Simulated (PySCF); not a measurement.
**Frontier orbitals and the lowest excitations**

Compound: C5H10AlN.
Structure used (GFN2-xTB), in Å, numbered top down from 1:
```xyz
17
C5H10AlN angstrom
C     -0.552    1.239   -0.025
C     -1.213    0.104    0.112
C     -2.708    0.004    0.125
C     -0.526   -1.245    0.287
C      0.882   -1.159    0.094
N      2.014   -1.065   -0.071
Al     3.305    0.428   -0.376
H      0.526    1.295   -0.035
H     -1.078    2.172   -0.140
H     -3.053   -0.467    1.046
H     -3.156    0.989    0.050
H     -3.059   -0.602   -0.710
H     -0.721   -1.627    1.295
H     -0.937   -1.963   -0.431
H      2.955    1.222    0.943
H      4.689   -0.280   -0.477
H      2.625    0.966   -1.695
```

The calculation used TDDFT PBE0/def2-SVPD, vertical, gas phase, core orbitals frozen in the response (PySCF).

Frontier orbitals with the atoms that hold most of them (Löwdin shares over 4%, at most four atoms):

```json
{"orbital": "LUMO+2", "ε (eV)": "-0.42", "atoms": "C1 32%, C2 28%, H9 7%, C4 7%"}
{"orbital": "LUMO+1", "ε (eV)": "-0.76", "atoms": "N6 36%, C5 32%, C4 11%, H13 5%"}
{"orbital": "LUMO", "ε (eV)": "-1.10", "atoms": "C5 33%, N6 33%, C4 11%, Al7 6%"}
{"orbital": "HOMO", "ε (eV)": "-7.20", "atoms": "Al7 36%, H17 36%, H15 11%, H16 9%"}
{"orbital": "HOMO-1", "ε (eV)": "-7.21", "atoms": "Al7 37%, H16 29%, H15 26%"}
{"orbital": "HOMO-2", "ε (eV)": "-8.25", "atoms": "C1 37%, C2 35%, C3 7%, C4 5%"}
{"orbital": "HOMO-3", "ε (eV)": "-9.56", "atoms": "Al7 35%, H16 17%, H15 15%, H17 15%"}
```

(1) The HOMO–LUMO gap is 6.09 eV. Where does the response calculation put the lowest singlet, and from which orbitals?

Results:

(1) S1 is at 4.93 eV (f = 0.0096), 1.17 eV below the gap, made of HOMO→LUMO (82%), HOMO-1→LUMO (16%). 

Next come S2 at 5.03 eV (f 0.0080), HOMO-1→LUMO (79%), HOMO→LUMO (15%); S3 at 5.35 eV (f 0.0080), HOMO-1→LUMO+1 (77%), HOMO→LUMO+1 (22%); S4 at 5.41 eV (f 0.042), HOMO→LUMO+1 (73%), HOMO-1→LUMO+1 (21%); S5 at 5.89 eV (f 0.0006), HOMO-2→LUMO (99%).

One conformer stands for the species.
